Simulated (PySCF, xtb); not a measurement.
C₅H₁₁O, SMILES C(C)(C[CH]C)O, multiplicity 2. The values are those of a single conformer.

Harmonic wavenumbers (cm⁻¹) from GFN2-xTB run with xtb at its own minimum, in rising order: 44, 72, 90, 206, 223, 270, 328, 411, 416, 472, 516, 849, 889, 944, 958, 989, 1028, 1058, 1091, 1153, 1178, 1201, 1256, 1278, 1323, 1331, 1348, 1396, 1402, 1452, 1468, 1486, 1490, 1494, 2829, 2868, 2953, 2970, 2978, 3007, 3011, 3038, 3045, 3120, 3550.

Problem. What does B3LYP-D3(BJ)/def2-SVP in PySCF give at its own minimum? (Estimate from the structure and the level; the computed values follow.)

Solution. 24, 97, 133, 221, 253, 300, 325, 410, 436, 482, 538, 834, 870, 906, 945, 981, 1018, 1077, 1120, 1149, 1161, 1222, 1286, 1312, 1363, 1375, 1395, 1400, 1406, 1441, 1449, 1458, 1464, 1472, 2944, 2954, 2997, 3020, 3036, 3069, 3092, 3098, 3118, 3175, 3817. Paired by order, the mean absolute difference is 37 cm⁻¹ and the zero-point energies are 92.2 and 93.8 kcal/mol.
